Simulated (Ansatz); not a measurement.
Cost and result for the atomization energy of H3InOSSe, SMILES `[OH][In]([SH])[SeH]` (7 atoms, 6 bonds).

```xyz
7

O    -1.468    0.698   -1.175
In    0.016    0.061   -0.032
S    -0.437   -1.977    1.083
Se    2.133    1.368    0.146
H    -1.282    1.525   -1.626
H    -1.662   -2.052    0.532
H     2.699    0.378    1.072
```

The species carries charge 0 and has multiplicity 1. Correlated methods include outer-core shells of In, Se, which these sets cover unevenly. Scalar relativity is left out up to krypton. In: def2 effective core potential. Geometry: relaxed with PBE0-D4/def2-TZVP. It is one conformer, not always the lowest. Program: Ansatz. All runs use 4 threads of an Arm Neoverse V1 on a shared host. Times are those of one run each, without the atoms' runs, and a repeat can differ threefold. Electronic energies, without spin–orbit coupling; frozen cores. CCSD(T)/CBS adds CCSD(T) − MP2 in def2-TZVPP to the MP2 limit, and its time is that of the two runs behind it. T1 = 0.014. With those shells the extrapolation isn't a true limit. HSE06 is the plane-wave form, built on full-range PBE exchange.

CCSD(T)/CBS is a level of theory with its own doubt, some kJ/mol a heavy atom from the limit and from the frozen cores, so smaller differences don't rank the functionals.

```
                           level  functions  wall time  atomization (kcal/mol)  difference from CCSD(T)/CBS  per bond
              BLYP-D4/def2-TZVPP        213      2.4 s                   463.4                        -13.9      -2.3
 PBE-D4/def2-TZVPP (with forces)        213      2.6 s                   477.2                         -0.1       0.0
              PBE0-D4/def2-TZVPP        213      3.5 s                   464.6                        -12.7      -2.1
             HSE06-D4/def2-TZVPP        213        4 s                   464.9                        -12.4      -2.1
             BHLYP-D4/def2-TZVPP        213        4 s                   444.7                        -32.6      -5.4
           r2SCANh-D4/def2-TZVPP        213      6.5 s                   467.5                         -9.8      -1.6
               B2PLYP/def2-TZVPP        213      6.5 s                   458.9                        -18.4      -3.1
             PBE-QIDH/def2-TZVPP        213      6.5 s                   462.9                        -14.4      -2.4
                CCSD(T)/def2-SVP        105      7.5 s                   426.2                        -51.1      -8.5
ωB97M-V/def2-TZVPP (with forces)        213       14 s                   470.2                         -7.1      -1.2
                  MP2/def2-QZVPP        388       18 s                   477.8                          0.5       0.1
              CCSD(T)/def2-TZVPP        213    2.9 min                   457.4                        -19.9      -3.3
               CCSD(T)/CBS(def2)          –    3.2 min                   477.3                          0.0       0.0
```

The D4 term adds +6.6 kcal/mol with B3LYP and +3.5 kcal/mol with PBE0; it sums over pairs of atoms, weighted by their polarisabilities, and B3LYP, whose exchange is more repulsive, gets the larger term. From PBE to PBE0 (25 % exact exchange), in def2-TZVPP and without D4, the atomization energy moves by −12.1 kcal/mol: exact exchange takes away binding that semilocal exchange gives to molecules. In def2-TZVPP, CCSD(T) changes the Hartree–Fock value by +152.4 kcal/mol (the triples alone add +11.4 kcal/mol) and MP2 by +161.2 kcal/mol; breaking electron pairs costs correlation energy, which Hartree–Fock lacks.

B3LYP here is the variant with VWN-RPA as its local correlation; programs differ in this.

Spin–orbit coupling would lower the free In atoms strongly, and the atomization energy with them, by more than many differences here. For some Ge, Se and Sn compounds the MP2-based and the directly extrapolated limit differ by 10 to 25 kJ/mol.
